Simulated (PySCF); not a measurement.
## Calculated data, H4NOSi

Calculation on a computer-drawn molecule: the log of a Hartree-Fock and frozen-core CCSD(T) single point meant for a local Hartree-Fock minimum, with one planted fault or none, to be diagnosed. Offsets are logged minus clean, where the clean run is the same molecule without the fault. The reference is restricted for singlets and unrestricted otherwise, and also for a bond in bohr or an excited solution. Adding or removing an electron swaps singlet and doublet. The excited solution moves the top pair (singlet) or top alpha electron (doublet) to the lowest empty orbital. Highest occupied and lowest empty are orbital energies over both spins, largest force is the largest gradient component, triples share is (T) over the correlation energy, the T1 limit is 0.02 restricted and 0.045 unrestricted, electrons count all cores, a negative frequency is imaginary (commonest isotopes), and the dipole is about the centre of nuclear charge. Program: PySCF 2.14.0.

```yaml
- formula: H4NOSi
  logged_structure:
    atoms_angstrom:
      - ["N", 0.3167, 2.1973, -0.769]
      - [Si, -1.1915, 1.4571, -0.3851]
      - [O, -1.176, -0.1146, -0.8975]
      - [H, 1.1588, 1.8626, -0.3372]
      - [H, 0.3492, 3.1971, -0.8529]
      - [H, -2.221, 2.2731, -1.0854]
      - [H, -0.8211, -0.2871, -1.7589]
  given:
    meant_charge: 0
    meant_multiplicity: 2
    meant_basis: "cc-pV(D+d)Z"
    logged_electrons: 33
    logged_basis_functions: 71
    logged_SCF_converged: "yes"
    logged_spin_squared: 1.2239
    "logged_highest_occupied [eV]": -1.8001
    "logged_lowest_empty [eV]": -0.54585
    "logged_largest_force [hartree/bohr]": 0.037565
    "logged_dipole_magnitude [debye]": 0.75602
    logged_SCF_stable_within_its_kind: "no"
    "logged_energy_HF [hartree]": -420.38486
    possible_faults: "no fault, one electron removed, one electron added, multiplicity raised by two, geometry at a saddle point, SCF held on an excited solution, minimal basis STO-3G, one bond length entered in bohr, all coordinates scaled"
    drawn_bonds_atom: [1, 2, 1, 1, 2, 3]
    drawn_bonds_other_atom: [2, 3, 4, 5, 6, 7]
    drawn_bonds_order: [1, 1, 1, 1, 1, 1]
  results:
    planted_fault: "SCF held on an excited solution"
    "HF_energy_offset_from_clean_run [kcal/mol]": 142.2
  notes: ["coupled-cluster numbers left out as unreliable"]
```
